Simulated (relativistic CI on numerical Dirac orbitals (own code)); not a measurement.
# Transition arrays of Lu XXXIV

Method of calculation: Dirac-Coulomb-Breit CI, orbitals from a KLI potential per configuration, model QED, valence Slater integrals scaled by 0.9, whole transition arrays (own radial code, finite nucleus).

CI space (outside the closed core [Ar] 3d10 4s2): 4p6.4d2, 4p6.4d.4f, 4p5.4d3, 4p6.4d.5p, 4p6.4d.5f. Levels of other configurations are missing.

All E1 lines from the levels of 4p6.4d2; mean and standard deviation are weighted by gf, and upper levels are sorted by their leading configuration.

| Upper configuration | Lines | Σgf | Mean (eV) | Mean (nm) | σ (eV) | Strongest line (nm) |
| --- | --- | --- | --- | --- | --- | --- |
| 4p6.4d.4f | 72 | 43.4 | 198.25 | 6.254 | 10.19 | 5.851 |
| 4p5.4d3 | 475 | 153.9 | 225.33 | 5.502 | 23.27 | 5.213 |
| 4p6.4d.5p | 60 | 8.7 | 471.73 | 2.628 | 8.69 | 2.596 |
| 4p6.4d.5f | 81 | 31.6 | 634.21 | 1.955 | 6.90 | 1.966 |

Σgf per state of the lower configuration in bins of 0.2 nm over the central range (centre: value): 1.9: 0.70, 2.5: 0.06, 2.7: 0.13, 4.9: 0.05, 5.1: 0.94, 5.3: 1.17, 5.5: 0.48, 5.7: 0.15, 5.9: 0.21, 6.1: 0.21, 6.3: 0.23, 6.5: 0.21, 6.7: 0.25, 6.9: 0.24, 7.1: 0.10.

(1) How do configuration mixing and the scaling of the Slater integrals move the arrays?

Results:

(1) Slater scale 0.9, no configuration mixing: 4p6.4d.4f 193.2 ± 7.6 eV (Σgf 41.7), 4p5.4d3 213.7 ± 28.7 eV (Σgf 145.5), 4p6.4d.5p 471.9 ± 8.7 eV (Σgf 9.4), 4p6.4d.5f 634.2 ± 6.9 eV (Σgf 31.0); Slater scale 1: 4p6.4d.4f 198.3 ± 12.2 eV (Σgf 30.3), 4p5.4d3 227.3 ± 22.7 eV (Σgf 170.2), 4p6.4d.5p 471.7 ± 8.8 eV (Σgf 8.6), 4p6.4d.5f 634.2 ± 7.0 eV (Σgf 31.7); Slater scale 0.8: 4p6.4d.4f 195.8 ± 9.8 eV (Σgf 50.7), 4p5.4d3 222.9 ± 23.5 eV (Σgf 143.3), 4p6.4d.5p 471.7 ± 8.6 eV (Σgf 8.8), 4p6.4d.5f 634.2 ± 6.8 eV (Σgf 31.6). With mixing, levels are counted to their leading configuration, so an array can shrink or vanish into another, and the sums then hold other lines.
